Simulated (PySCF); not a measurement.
Ground-state electric properties of a mixed set of molecules.

All values: B3LYP/def2-SVPD (PySCF) at PBE0-D3(BJ)/def2-SVP geometries, gas phase, one conformer each. Core orbitals are frozen in the response; Δα² is half the sum of the squared differences of the principal polarisabilities. Atoms past krypton carry effective core potentials. The calculation is non-relativistic apart from the core potentials, for selenium and bromine too.

Problem. Rank by HOMO–LUMO gap, highest first.
A. `[SiH3]N([SiH3])[C@@]12[C@@H]3[C@H]4[C@@H]3[C@@H]1[C@H]42`
B. `C#C[Se]C#C`
C. `Cl[C@@H]1C[SiH2]1`
D. `[CH3][Sn]([CH3])([C]#C)[CH3]`
E. `Clc1cnc(Cl)o1`

Solution. D (7.21 eV), A (6.48 eV), C (6.33 eV), E (6.04 eV), B (5.53 eV).

Problem. Rank by mean static polarisability, lowest first.
A. `ClC1=CN=C(Cl)O1`
B. `C#[C][Sn]([CH3])([CH3])[CH3]`
C. `C=CO[Si@H](P)Br`
D. `[C@@H]1([SiH2]C1)Cl`
E. `[SiH3]N([SiH3])[C@@]12[C@@H]3[C@H]4[C@@H]3[C@@H]1[C@H]42`

Solution. D (9.94 Å³), A (10.73 Å³), B (14.91 Å³), C (15.37 Å³), E (17.62 Å³).

All values together:

```json
{"SMILES": "[SiH3]N([SiH3])[C@@]12[C@@H]3[C@H]4[C@@H]3[C@@H]1[C@H]42", "formula": "C6H11NSi2", "μ (D)": "0.74", "HOMO (eV)": "-6.44", "LUMO (eV)": "0.04", "α (Å³)": "17.62", "Δα (Å³)": "3.68", "electrons": "82", "α per electron (Å³)": "0.215", "ΔSCF removal energy (eV)": "–"}
{"SMILES": "C#[C][Sn]([CH3])([CH3])[CH3]", "formula": "C5H10Sn", "μ (D)": "1.05", "HOMO (eV)": "-7.34", "LUMO (eV)": "-0.13", "α (Å³)": "14.91", "Δα (Å³)": "2.57", "electrons": "90", "α per electron (Å³)": "0.166", "ΔSCF removal energy (eV)": "9.28"}
{"SMILES": "C#C[Se]C#C", "formula": "C4H2Se", "μ (D)": "0.40", "HOMO (eV)": "-6.47", "LUMO (eV)": "-0.94", "α (Å³)": "10.76", "Δα (Å³)": "7.34", "electrons": "60", "α per electron (Å³)": "0.179", "ΔSCF removal energy (eV)": "–"}
{"SMILES": "Clc1cnc(Cl)o1", "formula": "C3HCl2NO", "μ (D)": "1.11", "HOMO (eV)": "-7.11", "LUMO (eV)": "-1.07", "α (Å³)": "10.73", "Δα (Å³)": "7.32", "electrons": "68", "α per electron (Å³)": "0.158", "ΔSCF removal energy (eV)": "–"}
{"SMILES": "C=CO[Si@H](P)Br", "formula": "C2H6BrOPSi", "μ (D)": "1.38", "HOMO (eV)": "-7.02", "LUMO (eV)": "-0.65", "α (Å³)": "15.37", "Δα (Å³)": "5.58", "electrons": "90", "α per electron (Å³)": "0.171", "ΔSCF removal energy (eV)": "–"}
{"SMILES": "Cl[C@@H]1C[SiH2]1", "formula": "C2H5ClSi", "μ (D)": "2.14", "HOMO (eV)": "-6.83", "LUMO (eV)": "-0.50", "α (Å³)": "9.94", "Δα (Å³)": "3.49", "electrons": "48", "α per electron (Å³)": "0.207", "ΔSCF removal energy (eV)": "9.07"}
```

Conformers: `[SiH3:1][N:2]([SiH3:3])[C@@:4]12[C@@H:5]3[C@H:6]4[C@@H:7]3[C@@H:8]1[C@@H:9]24` with Si1–N2–C4–C5 88°; `[CH2:1]=[CH:2][O:3][Si@H:4]([PH2:5])[Br:6]` with C1–C2–O3–Si4 -13°, C2–O3–Si4–P5 -172°, O3–Si4–P5–H 43° and -51°.

A dash marks a removal energy that wasn't run or isn't settled.

Problem. How closely does the mean polarisability follow the number of electrons in this set?

Solution. The correlation coefficient is 0.85; α per electron runs from 0.158 to 0.215 Å³.
